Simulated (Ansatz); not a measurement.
A search over several starts for the lowest SCF solution of Al2H4Br2⁻, that is (H2Al-mu-Br)2 with one electron more at the given spin, in a small basis.

```yaml
crystal:
  periodic: [false, false, false]
  atoms:
    - {symbol: Al, position_ang: [-0.862712, -0.515592, 1.382872]}
    - {symbol: H, position_ang: [-1.335941, -2.020291, 1.382212]}
    - {symbol: H, position_ang: [-1.090293, 0.568452, 2.505868]}
    - {symbol: Br, position_ang: [1.535085, -0.480775, 0.778398]}
    - {symbol: Al, position_ang: [0.862689, 0.515392, -1.382965]}
    - {symbol: H, position_ang: [1.087911, -0.571971, -2.503224]}
    - {symbol: H, position_ang: [1.337922, 2.019454, -1.386733]}
    - {symbol: Br, position_ang: [-1.534651, 0.485331, -0.776429]}
basis:
  gaussian: {orbitals: def2-SVP}
total_charge: -1
magnetization: {spin_polarized: true, initial_magnetization: 1}
hamiltonian: {xc: pbe0, dispersion: d4}
output: {orbitals: {seedname: orbitals}}
```

```sh
$ ansatz run in.yaml --threads 4 --pin off --events-out ev --progress --plain --max-ram 3916MiB
```

Shortened log:

```
Functional definition: PBE0
1130 factors; integrals over basis functions are off by at most 1.0e-3 eV
mean field evaluation 1: about -153309.6206 eV, gradient 1.7e1 eV
mean field evaluation 2: about -153310.3468 eV, gradient 1.5e1 eV
mean field evaluation 4: about -153311.2597 eV, gradient 2.7e-1 eV
mean field evaluation 8: about -153311.3225 eV, gradient 2.3e-2 eV
mean field evaluation 16: about -153311.3225 eV, gradient 2.3e-5 eV
mean field -153311.32251076 eV, -5634.0871841237 hartree, gradient 2.3e-5 eV, S^2 0.754715; 2 other end points of the search recorded, 0 dependent functions left out
reference -153311.32254494 eV, -5634.0871853797 hartree; 51, 50 occupied and 69, 70 virtual orbitals, 1130 factors
Total energy: -153311.56393071 eV, -5634.0960561431 hartree
```

It took 4 s on 4 threads of Arm Neoverse V1 on a shared host.

The highest occupied level of the charge -1 doublet lies above zero (up to 1.86 eV). Energy differences disagree on whether the electron is bound (positive means bound): -0.07 eV (vertical, against the charge 0 singlet, at PBE0-D4/def2-TZVPD), but 0.12 eV at PBE-D4/def2-TZVPD.
